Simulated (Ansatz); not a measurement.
Born–Oppenheimer molecular dynamics of CH7FN2Si (12 atoms, charge 0, multiplicity 1). It starts from a relaxed structure.

These are results of RKS r2SCAN-D4/STO-3G (Ansatz), not measurements.

```yaml
ensemble: NVT, Langevin thermostat
time_step: 0.25 fs
steps_asked: 250
set_temperature: 2000 K
friction: 0.02 /fs
temperature_schedule: 62 steps to 2000 K, then 188 steps to 4000 K
seed: 183142
```

First frame:

```xyz
12
Properties=species:S:1:pos:R:3
Si 0.035 -0.023 0.022
N 0.405 -0.276 1.744
H -0.465 -0.575 2.252
H 0.644 0.639 2.203
N 1.515 0.169 -0.939
H 2.021 -0.753 -0.945
H 2.187 0.796 -0.427
F -0.813 1.359 -0.187
C -0.899 -1.523 -0.594
H -1.908 -1.575 -0.170
H -0.995 -1.508 -1.685
H -0.375 -2.444 -0.316
```

Problem. How far do the bonds stretch over the last three quarters of this one trajectory? (Pairs bonded in most of those frames.)

Solution. 
```
  bond  mean (Å)  spread (Å)  shortest  longest
Si1–N2     1.915       0.146      1.66     2.11
Si1–N5     1.773       0.069      1.65     1.87
Si1–F8     1.638       0.048      1.55     1.72
Si1–C9     1.912       0.046      1.85     2.01
 N2–H3     1.082       0.068      0.92     1.21
 N2–H4     1.075       0.053      0.99     1.17
 N5–H6     1.092       0.106      0.88     1.30
 N5–H7     1.087       0.080      0.96     1.25
C9–H10     1.137       0.099      0.97     1.30
C9–H11     1.104       0.041      1.02     1.18
C9–H12     1.130       0.064      1.01     1.24
```

Mean temperature of the second half: 3295 K. The schedule's set-point averaged 3335 K over the second half and the system 3295 K. A run of 0.062 ps of so small a system gives no equilibrium averages. Limits of this set-up: minimal basis.

The run took 16 min on 1 thread of Arm Neoverse V1, with other jobs on the host, peak memory 0.12 GiB.
